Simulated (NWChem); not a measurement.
Molecule: SnHOF3; SMILES [OH][Sn]([F])([F])[F]

```xyz
6

O      1.3801     1.3837     0.0514
Sn     0.0149    -0.0004     0.0005
F     -1.7223     0.7998    -0.0648
F      0.2093    -1.1398    -1.5172
F      0.0943    -1.1394     1.5290
H      0.9811     2.2649     0.0396
```
Atoms are numbered in this order, from 1.

Program: NWChem. The geometry was optimised at PBE0/def2-SVP. def2 effective core potentials on Sn; no spin-orbit coupling. Ions are spin-unrestricted doublets at the neutral geometry; other ion states weren't tried. Functional: LC-ωPBE (HJS hole) with def2-SVP; rows give the range parameter ω in 1/bohr.

```csv
range parameter (1/bohr),"vertical ionisation energy, ΔSCF (eV)",−ε(HOMO) (eV),ΔSCF minus −ε(HOMO) (eV)
0.20,13.54,11.06,2.48
0.30,14.21,12.18,2.03
0.35,?,?,?
0.40,14.85,13.09,1.76
```

What belongs in the gaps?


- 0.35, vertical ionisation energy, ΔSCF (eV): 14.55
- 0.35, −ε(HOMO) (eV): 12.66
- 0.35, ΔSCF minus −ε(HOMO) (eV): 1.89
